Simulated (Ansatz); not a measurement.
Computed with Ansatz.

CH$_{7}$BFNOSi, SMILES `NBOC[SiH2]F` at its PBE0-D4/def2-TZVP geometry, where that method's forces vanish. The species carries charge 0 and has multiplicity 1.

```tsv
atom	x (Å)	y (Å)	z (Å)
N1	-0.921	1.989	-0.975
B2	-0.244	0.909	-1.552
O3	0.223	-0.156	-0.828
C4	0.037	-0.220	0.577
Si5	0.812	-1.844	1.117
F6	0.633	-1.983	2.705
H7	-1.121	2.080	0.006
H8	-1.253	2.757	-1.529
H9	-0.046	0.882	-2.732
H10	0.520	0.627	1.083
H11	-1.029	-0.195	0.841
H12	0.126	-2.988	0.473
H13	2.262	-1.857	0.814
```

(1) For each bond, give half the difference of the two atoms' forces along it (eV/Å; positive pushes the atoms apart) under PBE-D4, r2SCAN-D4, B3LYP-D4, ωB97M-V in def2-TZVPP. (Best estimate.)

Answers

(1) The calculation gave: 
| bond | length (Å) | PBE-D4 | r2SCAN-D4 | B3LYP-D4 | ωB97M-V |
| --- | --- | --- | --- | --- | --- |
| N1–B2 | 1.400 | 0.01 | 0.06 | 0.13 | 0.15 |
| N1–H7 | 1.005 | 0.20 | -0.01 | -0.02 | -0.07 |
| N1–H8 | 1.004 | 0.17 | -0.01 | -0.03 | -0.05 |
| B2–O3 | 1.370 | 0.19 | 0.04 | 0.00 | 0.10 |
| B2–H9 | 1.196 | -0.06 | -0.11 | -0.19 | -0.22 |
| O3–C4 | 1.418 | 0.29 | 0.33 | 0.32 | 0.25 |
| C4–Si5 | 1.878 | -0.09 | -0.05 | -0.01 | -0.02 |
| C4–H10 | 1.098 | 0.08 | -0.05 | -0.11 | -0.11 |
| C4–H11 | 1.099 | 0.08 | -0.05 | -0.11 | -0.11 |
| Si5–F6 | 1.604 | 0.50 | 0.03 | 0.21 | 0.20 |
| Si5–H12 | 1.482 | 0.02 | -0.03 | -0.12 | -0.16 |
| Si5–H13 | 1.482 | 0.02 | -0.03 | -0.12 | -0.16 |

B3LYP here is the variant with VWN-RPA as its local correlation; programs differ in this.
